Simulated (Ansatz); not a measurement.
Basis-set series for CH₅ClSeSn (`C[Se][SnH2][Cl]`). Charge 0, multiplicity 1. Sn takes the def2 core potential. The geometry is a stationary point of PBE0-D4/def2-TZVP. It is one conformer, not always the lowest.

```csv
functional,basis,functions,energy (Eh),HOMO (eV),LUMO (eV)
PBE0-D4,def2-TZVPP,241,-3116.78747,-6.88,-1.18
PBE0-D4,def2-QZVPP,448,-3116.85629,-6.90,-1.24
ωB97M-V,def2-TZVPP,241,-3117.02211,-9.03,0.63
ωB97M-V,def2-QZVPP,448,-3117.08889,-9.05,0.46
```

(1) Give the rows for def2-SVP. (Best estimate.)

Answers

(1) Ansatz gave: 
| functional | basis | functions | energy (Eh) | HOMO (eV) | LUMO (eV) |
| --- | --- | --- | --- | --- | --- |
| PBE0-D4 | def2-SVP | 115 | -3116.27734 | -6.77 | -0.94 |
| ωB97M-V | def2-SVP | 115 | -3116.51015 | -8.89 | 1.04 |

Positive LUMOs are unbound and depend on the basis. Scalar relativity is left out up to krypton.
